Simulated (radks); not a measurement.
All-electron atom: Er4+ in [Xe] 4f10 (the NIST ground configuration). All-electron calculation, scalar-relativistic Kohn-Sham, Wu-Cohen GGA, spin-unpolarised, spherical densities, finite nucleus; Fermi nuclear charge, rms radius 5.2516 fm. Program: a radial shooting solver on a logarithmic mesh with Libxc functionals.

Radial electron density D(r) = 4 pi r^2 rho(r):

```
   r/bohr * D(r) (the largest magnitude, 123, reaches the edge; | marks zero)
0.0007372 |*
0.0008582 | *
0.0009912 | *
 0.001154 |  *
 0.001333 |   *
 0.001551 |    *
 0.001792 |     *
 0.002086 |      *
 0.002409 |        *
 0.002804 |          *
 0.003239 |             *
  0.00377 |               *
 0.004354 |                  *
 0.005069 |                      *
 0.005901 |                          *
 0.006815 |                             *
 0.007934 |                                 *
 0.009163 |                                    *
  0.01067 |                                      *
  0.01232 |                                        *
  0.01434 |                                        *
  0.01656 |                                       *
  0.01928 |                                      *
  0.02227 |                                    *
  0.02592 |                                   *
  0.02994 |                                    *
  0.03485 |                                      *
  0.04057 |                                           *
  0.04686 |                                                *
  0.05455 |                                                    *
    0.063 |                                                      *
  0.07334 |                                                    *
   0.0847 |                                                *
  0.09861 |                                           *
   0.1139 |                                         *
   0.1326 |                                           *
   0.1531 |                                              *
   0.1782 |                                                *
   0.2075 |                                            *
   0.2396 |                                    *
    0.279 |                          *
   0.3222 |                      *
   0.3751 |                      *
   0.4332 |                         *
   0.5043 |                         *
   0.5824 |                      *
    0.678 |                *
    0.783 |           *
   0.9115 |        *
    1.053 |      *
    1.226 |    *
    1.427 |   *
    1.648 | *
    1.918 |*
    2.215 |*
    2.579 *
    2.978 *
    3.467 *
    4.004 *
    4.662 *
```

D(r) has 4 maxima, at r = 0.0140, 0.0630, 0.174, 0.473 bohr, and minima at 0.0268, 0.114, 0.338 bohr, inside which lie 1.92, 11.09, 29.60 electrons.
